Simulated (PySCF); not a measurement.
C5H9N, SMILES C=CN=C(C)C.

Geometry: B3LYP-D3(BJ)/def2-SVP. The values are those of a single conformer.

Two levels are set side by side: PBE/def2-TZVP (PySCF) and r2SCAN/def2-TZVP (PySCF). Same geometry, gas phase. Differences are taken from unrounded values.

| quantity | r2SCAN |
|---|---|
| orbital gap (eV) | 4.19 |
| highest occupied level (eV) | -5.41 |
| lowest empty level (eV) | -1.22 |
| dipole moment (D) | 2.01 |
| mean polarisability (bohr³) | 72.7 |

### Question
What does PBE give, and how far is it from r2SCAN? (An estimate is asked for; the answer gives what the named calculation found.)

### Answer

| quantity | PBE | PBE minus r2SCAN |
|---|---|---|
| orbital gap (eV) | 3.78 | -0.41 |
| highest occupied level (eV) | -5.21 | 0.20 |
| lowest empty level (eV) | -1.43 | -0.21 |
| dipole moment (D) | 1.92 | -0.09 |
| mean polarisability (bohr³) | 74.1 | 1.4 |

Rough cost on one machine, each run with all the roots and properties that it gave: r2SCAN against PBE about 4 times.
